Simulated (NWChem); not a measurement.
System: hydrogen sulfate (HSO4 anion); SMILES O=S(=O)([O-])O

```xyz
6

O     -0.0635    -1.2876    -0.8234
S      0.0060     0.1720     0.0764
O      0.0549    -0.3424     1.4785
O     -1.2442     0.8746    -0.2956
O      1.2498     0.8265    -0.3944
H      0.0091    -1.9670    -0.1399
```
Atoms are numbered in this order, from 1.

All runs: NWChem. Sets without diffuse functions describe the anion's extra electron poorly. Coordinates come from a B3LYP/def2-SVPD optimisation. No frequency run checked for a minimum. Atomic charges in e: unrestrained fits to the electrostatic potential beside Mulliken populations; buried atoms are poorly determined by the fit.

Task: Estimate the computed values for B3LYP/def2-SVP. Quantities: ESP O1; Mulliken O1; ESP S2; Mulliken S2; ESP O3; Mulliken O3; ESP O4; Mulliken O4; ESP O5; Mulliken O5; relative RMS misfit of the potential (%).

Result: 
```yaml
ESP O1: -0.67
Mulliken O1: -0.44
ESP S2: 1.46
Mulliken S2: 1.06
ESP O3: -0.74
Mulliken O3: -0.61
ESP O4: -0.69
Mulliken O4: -0.58
ESP O5: -0.70
Mulliken O5: -0.58
relative RMS misfit of the potential (%): 2
```
